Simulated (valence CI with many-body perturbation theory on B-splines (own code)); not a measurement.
## Forbidden lines of Tm XIX

Level of theory: configuration interaction combined with many-body perturbation theory (CI+MBPT): five valence electrons over a frozen Dirac-Fock core [Kr] 4d10, a basis of 7 s, 7 p, 7 d, 7 f, 4 g, 2 h functions for each j, with the one-electron correlation potential Σ1 (screened to all orders), the two-electron term Σ2, the three-electron term Σ3, Breit, model QED; selected single and double excitations, second order for the rest (own B-spline code, finite nucleus).

No measured levels were compared; by estimate terms of the open shell hold to a few per cent of their energy, and close levels can change places. Core correlation moves these levels by up to 3700 cm⁻¹, and in measured spectra 5 to 20 % of such shifts remained as error; rates that hang on mixing are uncertain with them. Among the levels kept, up to 1100 cm⁻¹ of a level comes from second order outside the variational space, and about a tenth of that is noise between levels of different J, which matters for small intervals. Only levels of the ground parity were solved; by the run's estimate the other parity begins above the list, which can be wrong where configurations are misplaced.

Lines 1 to 50 of 120 in falling wavelength, among levels below 67615 cm⁻¹, chosen from the decays that carry over 1 % of a level's rate. Wavelengths and rates use the calculated energies, so an error of 2000 cm⁻¹ moves a line at 35140 Å by 70 % and its rate by three times that or more. Electric multipoles are in the length gauge, E1 and E2 with the static RPA response of the core. Weak lines are less certain than strong ones. Lines between different terms over intervals too small for the method are left out, as are lines whose strength nearly cancels. Where a level lies close to another of its J and parity, the split of strength between their lines is uncertain. Intervals below about 2000 cm⁻¹, as at the head of this list, are uncertain by tens of per cent.

Names give the largest LS component (configuration and term), which can be under half, so a name can repeat, a term be missing and a line seem to break the LS rules; names also repeat where a configuration has a term twice. Letters in brackets count levels of one name in rising energy.

```csv
λ vac (Å),Upper,Lower,Type,A (s⁻¹),Branch %
1.002e+05,4f5 6F°_5/2,4f5 6F°_3/2,M1,8.17e-02,1.1
35140,4f5 4K°_13/2,4f5 4I°_11/2 [b],M1,6.87e-01,1.4
28740,4f5 4M°_21/2,4f5 4M°_19/2,M1,1.10e+00,100.0
27620,4f5 6F°_7/2,4f5 6F°_5/2,M1,3.55e+00,54.6
25450,4f5 6H°_15/2,4f5 6H°_13/2,M1,2.54e+00,100.0
24240,4f5 4F°_3/2,4f5 4G°_5/2 [a],M1,1.54e+00,1.3
23280,4f5 6H°_13/2,4f5 6H°_11/2,M1,5.99e+00,100.0
22650,4f5 6H°_7/2,4f5 6H°_5/2,M1,6.92e+00,100.0
22240,4f5 6H°_11/2,4f5 6H°_9/2,M1,8.85e+00,100.0
22190,4f5 6F°_9/2,4f5 6F°_7/2,M1,5.42e+00,84.0
22160,4f5 4L°_13/2 [a],4f5 4M°_15/2 [a],M1,8.56e-01,1.3
21840,4f5 6H°_9/2,4f5 6H°_7/2,M1,9.84e+00,100.0
21050,4f5 6F°_11/2,4f5 6F°_9/2,M1,3.63e+00,93.2
18980,4f5 4M°_19/2,4f5 4M°_17/2,M1,5.77e+00,100.0
16850,4f5 4G°_11/2 [a],4f5 4G°_9/2,M1,4.67e+00,12.1
16640,4f5 6P°_3/2,4f5 4P°_5/2,M1,5.12e+00,12.4
15620,4f5 4M°_15/2 [b],4f5 4L°_13/2 [a],M1,6.72e+00,6.8
15530,4f5 4D°_7/2,4f5 4F°_5/2,M1,2.37e+00,1.5
13420,4f5 4M°_17/2,4f5 4M°_15/2 [a],M1,1.35e+01,86.8
12570,4f5 4G°_9/2,4f5 4G°_7/2 [a],M1,1.79e+01,17.6
12200,4f5 4G°_7/2 [a],4f5 4G°_5/2 [a],M1,2.08e+01,11.6
12080,4f5 4L°_15/2,4f5 4M°_17/2,M1,3.10e+00,4.5
11660,4f5 4P°_5/2,4f5 4F°_3/2,M1,1.41e+00,1.0
9713,4f5 4L°_13/2 [b],4f5 4L°_13/2 [a],M1,2.12e+01,19.3
9690,4f5 4D°_7/2,4f5 4P°_5/2,M1,1.54e+01,9.6
9663,4f5 4L°_13/2 [b],4f5 4I°_11/2 [a],M1,1.92e+01,17.5
9164,4f5 4M°_15/2 [b],4f5 4M°_15/2 [a],M1,2.66e+01,26.8
8915,4f5 4L°_15/2,4f5 4L°_13/2 [a],M1,6.61e+00,9.6
8872,4f5 6F°_7/2,4f5 6H°_9/2,M1,4.85e-01,7.5
8862,4f5 6F°_9/2,4f5 6H°_11/2,M1,3.19e-01,4.9
8519,4f5 6F°_11/2,4f5 6H°_13/2,M1,1.39e-01,3.6
8309,4f5 4I°_11/2 [b],4f5 4I°_11/2 [a],M1,1.53e+01,13.7
8177,4f5 6F°_5/2,4f5 6H°_7/2,M1,3.30e-01,4.6
8028,4f5 4F°_5/2,4f5 4F°_3/2,M1,5.24e+01,35.2
7873,4f5 4P°_5/2,4f5 4G°_5/2 [a],M1,2.79e+01,19.9
7851,4f5 4I°_11/2 [b],4f5 4I°_9/2,M1,3.94e+01,35.3
7546,4f5 4G°_11/2 [a],4f5 4L°_13/2 [a],M1,9.27e-01,2.4
7517,4f5 4G°_11/2 [a],4f5 4I°_11/2 [a],M1,5.57e+00,14.5
7215,4f5 4G°_5/2 [a],4f5 6F°_7/2,M1,8.34e+00,3.8
7140,4f5 4G°_11/2 [a],4f5 4I°_9/2,M1,6.66e-01,1.7
7016,4f5 2P°_1/2,4f5 4F°_3/2,M1,3.17e+00,2.2
6855,4f5 6P°_3/2,4f5 4F°_3/2,M1,3.55e+00,8.6
6747,4f5 4D°_7/2,4f5 4G°_7/2 [a],M1,2.40e+01,14.9
6744,4f5 4K°_13/2,4f5 4L°_13/2 [a],M1,1.57e+00,3.3
6720,4f5 4K°_13/2,4f5 4I°_11/2 [a],M1,4.15e+00,8.7
6488,4f5 6F°_1/2,4f5 6H°_5/2,E2,1.73e-03,100.0
6391,4f5 6F°_3/2,4f5 6H°_5/2,M1,1.72e+00,99.9
6358,4f5 4L°_15/2,4f5 4M°_15/2 [a],M1,6.52e+00,9.4
6337,4f5 6F°_9/2,4f5 6H°_9/2,M1,7.06e-01,10.9
6309,4f5 6F°_7/2,4f5 6H°_7/2,M1,2.46e+00,37.8
```
